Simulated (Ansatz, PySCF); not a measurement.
Br₂Sn, charge +1, doublet, geometry from GFN2-xTB (such geometries of metal compounds can be far from the true shape) (a state made from the parent by changing its charge; the spin is typed, not shown lowest) (core potentials on Sn). Base run: HF/def2-SVP run with PySCF.

PySCF was given this input:
```python
from pyscf import gto, scf

mol = gto.Mole()
mol.atom = '''
    Sn   -0.02282736   -0.00101572    1.02101170
    Br    1.03639339    1.68673076   -0.70481009
    Br   -1.00378288   -1.68527973   -0.75377805
'''
mol.basis = 'def2-svp'
mol.ecp = {'Sn': 'def2-svp'}
mol.charge = 1
mol.spin = 1
mol.verbose = 4
mol.build()

mf = scf.UHF(mol)
mf.kernel()
```

The same geometry, method and basis name were run in Ansatz (an electronic-structure program) and PySCF, at each program's defaults and at the settings that a row names. The base is PySCF at its defaults. Differences at the defaults can come from grids, fitting, cores and function types together.

| code and settings | ΔE vs base (µEh) | basis functions | E (Eh) | SCF cycles | outcome |
|---|---|---|---|---|---|
| PySCF, defaults (exact integrals, spherical functions) | 0.0 | 90 | -5357.32745 | 17 | converged |
| Ansatz, defaults (factorised integrals, spherical functions) | -326 | 90 | -5357.32778 | - | another SCF solution |
| PySCF, density fitting with def2-universal-jkfit | 160 | 90 | -5357.32729 | 17 | converged |
| Ansatz, high accuracy | -330 | 90 | -5357.32778 | - | another SCF solution |

A guess, shift, damping, solver or small numerical setting can't move a converged solution much, so rows marked as another SCF solution ended in a different state.

Open shells are given as the SCF converged; they aren't shown to be the lowest states, and a large step between rows can be another state.
